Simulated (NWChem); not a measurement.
# CH₆O₂Si₂; SMILES O[Si@@H]1CO[SiH2]1

```xyz
11

O      0.1768    -2.1770    -0.7273
Si    -0.0885    -0.9042     0.3165
C     -1.4965     0.3316    -0.1341
O     -0.7740     1.5677    -0.0370
Si     0.8841     1.1964     0.0174
H      0.1061    -3.0643    -0.3653
H     -0.1929    -1.4322     1.7172
H     -1.8870     0.1778    -1.1572
H     -2.3622     0.3501     0.5508
H      1.5747     1.9424     1.1131
H      1.6025     1.4959    -1.2609
```
Atoms are numbered in this order, from 1.

All runs: NWChem. Pople sets run with spherical d functions. Structure relaxed at the PBE0/def2-SVP level. Level: M05-2X/6-31G* with SMD (1 M gas to 1 M solution), gas-phase geometry. Reactions with the solvent are ignored.

Task: Among these, which solvent gives the highest value of “solvation free energy (kcal/mol)”?
(A) ethyl acetate
(B) 1-octanol
(C) ethanol
(D) acetone

Result: A, ethyl acetate. Values: ethanol -8.1; 1-octanol -7.2; acetone -5.8; ethyl acetate -5.0
